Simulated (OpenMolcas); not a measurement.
A calculation on Mo+.

| Item | Value |
| --- | --- |
| Program | OpenMolcas |
| Method | SS-CASPT2, IPEA 0.25 Eh, imaginary shift 0.1 Eh (closed shells correlated: 4s 4p) |
| Basis | ANO-RCC-VTZP [7s6p4d2f1g] |
| Scalar Hamiltonian | DKH2, point nucleus |
| Active space | 5 electrons in 6 orbitals (4d 5s) |
| State averaging | 2S+1 = 6 even, 6 roots; 2S+1 = 4 even, 64 roots kept (CI in the orbitals of an earlier block); 2S+1 = 2 even, 110 roots kept (CI in the orbitals of an earlier block) |
| Spin-orbit coupling | RASSI with atomic mean-field integrals over the reference wave functions, term energies averaged over their components |

Which level of the active space comes out lowest?

4d5 6S 5/2, with 99 % of that term; it is also the measured ground level.

How high does 4d4 5s 6D 9/2 lie?

13160 cm-1 above the lowest level; measured 13461 cm-1 above the ground level, so the calculation is off by -2 %.

How high does 4d4 5s 4D 3/2(1) [67 %] lie?

16920 cm-1 above the lowest level.

How high does 4d4 5s 6D 5/2 lie?

12140 cm-1 above the lowest level; measured 12417 cm-1 above the ground level, so the calculation is off by -2 %.

Measured values: NIST Handbook of Basic Atomic Spectroscopic Data.

Term energies are means over components that CASPT2 splits; among the terms shown or strongly mixed into the levels shown the widest spread is 310 cm-1 (4d4 5s 6D). Terms from blocks run as CI alone lack orbitals of their own. Configurations are named by rounded mean occupations; where the s occupation lies near a half they are strongly mixed, a name can repeat and a true partner stay unpaired. A single d shell beside an s shell can misplace configurations of different d count against each other. Computed and measured levels are paired by configuration, term and J; levels that our copy of the source lacks, or whose pairing is in doubt (as where it misses far off the trend of its configuration), stay unpaired and out of the deviations. Levels of configurations outside the active space are missing.

A share in square brackets marks a mixed level and gives the weight of the term that names it. A number in round brackets counts repeated terms of one configuration in the order of the reference energies.
